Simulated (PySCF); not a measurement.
Molecule: CH₃BI, net charge 0, doublet state. It need not be the lowest isomer of its formula. 
Geometry from a B3LYP-D3(BJ)/def2-TZVP (Ansatz) optimisation:
SMILES: C[B]I
```xyz
6

C     -2.6788     0.1199     0.1385
B     -1.2994     0.7975     0.2729
I      0.5971    -0.0850    -0.0496
H     -3.4930     0.8348     0.0070
H     -2.7173    -0.6285    -0.6585
H     -2.8662    -0.4089     1.0833
```
Charge 0, spin multiplicity 2.

Dispersion corrections to the total energy (kcal/mol) from the dftd3 and dftd4 libraries through PySCF: D3(BJ) without and D4 with the three-body term, each with the damping fitted for the functional named.

```json
[
 {"functional": "HF", "D3(BJ)": "-22.76", "D4": "___"},
 {"functional": "LC-wPBE", "D3(BJ)": "-2.72", "D4": "-2.87"},
 {"functional": "B2GP-PLYP", "D3(BJ)": "___", "D4": "-1.08"},
 {"functional": "PBE0", "D3(BJ)": "-2.38", "D4": "-2.15"},
 {"functional": "B2PLYP", "D3(BJ)": "-2.46", "D4": "-1.76"},
 {"functional": "BLYP", "D3(BJ)": "-5.98", "D4": "-5.59"},
 {"functional": "TPSSh", "D3(BJ)": "___", "D4": "-3.09"}
]
```

Q: What belongs in the gaps?

A: 
- HF, D4: -8.87
- B2GP-PLYP, D3(BJ): -2.50
- TPSSh, D3(BJ): -3.20
